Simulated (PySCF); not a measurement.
C3H10FNSi, SMILES FC([SiH2]N)(C)C.

The structure is a stationary point at B3LYP-D3(BJ)/def2-SVP. The structure was generated by enumeration, and PubChem lists no compound with its InChIKey, so it may never have been made. Other conformers were not sampled.

Computed with SMD-ωB97X/def2-SVP (PySCF).

Solvation free energies are E(SMD) − E(gas) at the gas-phase geometry, for 1 M in both phases. In vacuum the dipole moment is 1.68 D.

Rank water, benzene, acetone by solvation free energy, most negative first.

acetone (-5.1 kcal/mol), benzene (-3.0 kcal/mol), water (-0.8 kcal/mol)
